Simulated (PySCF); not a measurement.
## Interval between two levels of V³⁺ by level of theory

V³⁺ [Ar] 3d2 [3F4, M_J = 4] → V³⁺ [Ar] 3d1 4p1 [3F4, M_J = 4], as a difference of total energies. Computed with PySCF 2.14 in x2c-TZVPall-2c (6s7p4d1f, 54 functions), with the two-component X2C-1e Hamiltonian. Correlated levels: [Ne] frozen. "Screened" scales the spin-orbit matrix elements by Boettger's factors to mimic the two-electron term; Breit and QED terms are absent.

```
                    method  interval between two levels (cm⁻¹)
           GHF (spin-free)                              144850
          GMP2 (spin-free)                              143120
 GHF (screened spin-orbit)                              145080
GMP2 (screened spin-orbit)                              143370
```

The labels give the starting determinants; with spin-orbit coupling the two ends relaxed to ⟨J²⟩ = 20.00, ⟨L²⟩ = 12.01, ⟨S²⟩ = 2.00 and ⟨J²⟩ = 20.01, ⟨L²⟩ = 12.01, ⟨S²⟩ = 2.00.
